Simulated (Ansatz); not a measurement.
Correlation energies of CH5BN2 by basis set

```xyz
9

B     0.185    0.950    0.974
C    -0.185   -0.101   -0.131
N     0.914    0.509   -0.384
N    -0.806   -1.126   -0.682
H     0.624    0.515    2.009
H    -0.317    2.041    0.955
H     1.716    0.247   -0.939
H    -1.681   -1.439   -0.303
H    -0.450   -1.596   -1.499
```

Charge 0, multiplicity 1. The bonds changed during the relaxation, so this is another structure than the one it started from. The geometry is a stationary point of PBE0-D4/def2-TZVP. It is one conformer, not always the lowest. Frozen core, restricted reference, the Gaussian-basis code of Ansatz. CBS rows extrapolate triple and quadruple zeta; past MP2 they add the triple-zeta difference.

```tsv
basis	HF (Eh)	MP2 corr.
def2-SVP	-174.19736	-0.55365
def2-TZVPP	-174.39623	-0.68066
def2-QZVPP	-174.40437	-0.72687
```

Problem. Estimate the CCSD correlation energy and the (T) correction in each basis where they were run (hartree).

Solution. 
| basis | CCSD corr. | (T) |
| --- | --- | --- |
| def2-SVP | -0.58873 | -0.01974 |
| def2-TZVPP | -0.70648 | -0.03087 |
| CBS(def2) | -0.78693 | as TZ |
